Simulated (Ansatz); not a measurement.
Geometry optimisation, RKS PBE/def2-SVP in Ansatz 0.2.0.

input.yaml

```yaml
crystal:
  periodic: [false, false, false]
  atoms:
    - { symbol: Si, position_ang: [-0.366617, 0.500701, -0.669188] }
    - { symbol: Si, position_ang: [0.05169, -1.372483, 0.525008] }
    - { symbol: H, position_ang: [0.921463, 1.263052, -0.930076] }
    - { symbol: H, position_ang: [-1.340273, 1.437786, -0.01507] }
    - { symbol: "N", position_ang: [-1.196052, -0.13664, -2.088113] }
    - { symbol: H, position_ang: [1.082003, 0.42106, 2.298332] }
    - { symbol: S, position_ang: [0.86392, 1.766848, 2.309669] }
    - { symbol: H, position_ang: [1.269331, -1.323289, 1.423706] }
    - { symbol: H, position_ang: [-1.120337, -1.738036, 1.404408] }
    - { symbol: H, position_ang: [0.288899, -2.53304, -0.415517] }
    - { symbol: H, position_ang: [-1.723183, 0.525045, -2.669922] }
    - { symbol: H, position_ang: [-0.68206, -0.790507, -2.691139] }
    - { symbol: H, position_ang: [1.951216, 1.979404, 1.517801] }
basis:
  gaussian: { orbitals: def2-SVP }
hamiltonian:
  xc: pbe
relax:
  f_tol: 0.03
  max_steps: 50
output:
  orbitals: {}
```

Command:

```bash
$ ansatz run input.yaml --threads 2 --pin off --max-ram 3072MiB --backend cpu --events-out ev --progress --plain --runs-dir out
```

Where does it end, and by what steps?

It converged. The force dipped under the threshold on the way, but the program's further checks kept it going. After 15 steps the energy has fallen by 0.133 eV; H6 moved furthest, 0.82 Å.

```
step  energy less start (eV)  largest force component (eV/Å)  accepted
   0                  0.0000                           1.134       yes
   1                 -0.0937                           0.227       yes
   2                 -0.1074                           0.103       yes
   3                 -0.1140                           0.194       yes
   4                 -0.1176                           0.339       yes
   5                 -0.1239                           0.140       yes
   6                 -0.1283                           0.077       yes
   7                 -0.1264                           0.280        no
   8                 -0.1277                           0.119        no
   9                 -0.1299                           0.037       yes
  10                 -0.1312                           0.116       yes
  11                 -0.1319                           0.043       yes
  12                 -0.1324                           0.042       yes
  13                 -0.1329                           0.021       yes
  14                 -0.1330                           0.048       yes
  15                 -0.1331                           0.023       yes
```

```xyz
13
Properties=species:S:1:pos:R:3
Si -0.422 0.480 -0.795
Si 0.050 -1.430 0.513
H 0.869 1.265 -0.983
H -1.393 1.413 -0.126
N -1.207 -0.097 -2.255
H 1.535 0.642 2.946
S 0.741 1.635 2.459
H 1.451 -1.414 1.070
H -0.915 -1.593 1.657
H -0.061 -2.663 -0.355
H -1.593 0.597 -2.903
H -0.748 -0.843 -2.786
H 1.694 2.007 1.558
```

Whether the end is a true minimum wasn't checked by a vibrational analysis.

Time of the run: 14 s on 2 threads of AMD EPYC 9R45 96-Core Processor (Zen 5), with other jobs on the host, peak memory 0.18 GiB.
